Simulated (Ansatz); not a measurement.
C$_{2}$H$_{6}$OSeSi (`CC1(O)[SiH2][Se]1`), relaxed with RKS PBE-D4/def2-SVP in the Gaussian-basis code of Ansatz from a rough embedded geometry. The force threshold is 0.03 eV/Å; the program also tests the step.

Total charge 0; spin multiplicity 1.

Start:

```xyz
11

C     1.085    0.728   -0.080
C     0.063   -0.352   -0.108
O     0.028   -1.115   -1.266
Si   -1.639    0.015    0.521
Se   -0.056   -1.353    1.545
H     2.099    0.348   -0.284
H     1.059    1.320    0.824
H     0.839    1.432   -0.979
H     0.882   -1.720   -1.265
H    -1.672    1.358    1.201
H    -2.688   -0.660   -0.109
```

(1) By how much does the energy fall, and how many steps does the optimiser take? (Estimate.)

(2) Which bonds change most? (Best estimate.)

(3) Give the relaxed structure. (Best estimate.)

## Answers

(1) The calculation gave: 14.88 kcal/mol, in 8 steps.

(2) Computed: C2–Se5 from 1.935 to 2.189 Å; Si4–H11 from 1.397 to 1.499 Å; Si4–Se5 from 2.329 to 2.245 Å; O3–H9 from 1.046 to 0.980 Å.

(3) Computed: 
```xyz
11

C     1.152    0.715   -0.163
C     0.032   -0.299   -0.197
O     0.030   -1.133   -1.287
Si   -1.625   -0.056    0.655
Se   -0.119   -1.329    1.729
H     2.146    0.214   -0.177
H     1.109    1.349    0.742
H     1.085    1.365   -1.062
H     0.946   -1.446   -1.438
H    -1.937    1.315    1.187
H    -2.819   -0.695    0.010
```
